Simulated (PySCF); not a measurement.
Task: What does the PBE0-D3(BJ)/def2-SVP structure of `BCBC` (C2H8B2) look like in three dimensions?

Result: 
Z-matrix in Å and degrees, rows numbered from 1:
```
B 
C   1  1.5533
B   2  1.5730  1  105.19
C   3  1.5616  2  123.53  1   -91.97
H   1  1.2109  2  120.67  3    88.79
H   1  1.2102  2  120.97  3   -88.47
H   2  1.1017  1  110.15  3   116.77
H   2  1.1020  1  110.50  3  -117.53
H   3  1.2145  2  118.30  1    86.97
H   4  1.1056  3  108.55  2  -119.82
H   4  1.1047  3  109.80  2   126.57
H   4  1.0996  3  115.61  2     2.49
```

B3 (three-coordinate boron) is planar (angles 123.5°, 118.3° and 118.2°, sum 360.0°, 0.01 Å off the plane of its three neighbours). B1 (three-coordinate boron) is planar (angles 121.0°, 120.7° and 118.3°, sum 359.9°, 0.02 Å off the plane of its three neighbours).

Computed, not measured: PBE0-D3(BJ)/def2-SVP geometry optimisation, gas phase in PySCF 2.14.0.

Point group: C1 (no symmetry element, even within 0.4 Å). Stationary, but not proved a minimum. The numbers are those of one conformer (H–B1–C2–B3 89° and -88°, B1–C2–B3–C4 -92°).
